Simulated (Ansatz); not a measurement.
`C[O][In]([SH])[SH]`. The species carries charge 0 and has multiplicity 1. In: def2 effective core potential. The structure was optimised at the PBE0-D4/def2-TZVP level. It is one conformer, not always the lowest.

```xyz
10

C     1.049    1.349    0.911
O    -0.016    1.144    0.018
In   -0.592   -0.671   -0.513
S     0.550   -2.511    0.458
S    -2.378   -0.760   -2.060
H     1.109    2.419    1.137
H     0.919    0.817    1.863
H     2.016    1.045    0.488
H    -0.204   -3.414   -0.193
H    -2.454    0.582   -2.109
```

What is the dipole moment at PBE/def2-TZVPP? (An estimate is asked.)

Ansatz gave: 0.24 D, with components (0.13, -0.18, 0.08) D in this frame, pointing from negative to positive charge.

And with r2SCAN, B3LYP, ωB97M-V? (An estimate is asked.)

Computed: r2SCAN 0.24 D, B3LYP 0.34 D, ωB97M-V 0.37 D.

Give the Mulliken charges with PBE, ωB97M-V, B3LYP in def2-TZVPP. (Estimate.)

Ansatz gave: 
```
atom    PBE  ωB97M-V  B3LYP
  C1  -0.13    -0.18  -0.11
  O2  -0.43    -0.51  -0.50
 In3   0.72     0.74   0.80
  S4  -0.34    -0.33  -0.35
  S5  -0.35    -0.33  -0.35
  H6   0.09     0.11   0.10
  H7   0.09     0.11   0.09
  H8   0.09     0.11   0.09
  H9   0.13     0.13   0.12
 H10   0.13     0.14   0.13
```

B3LYP here is the variant with VWN-RPA as its local correlation; programs differ in this.
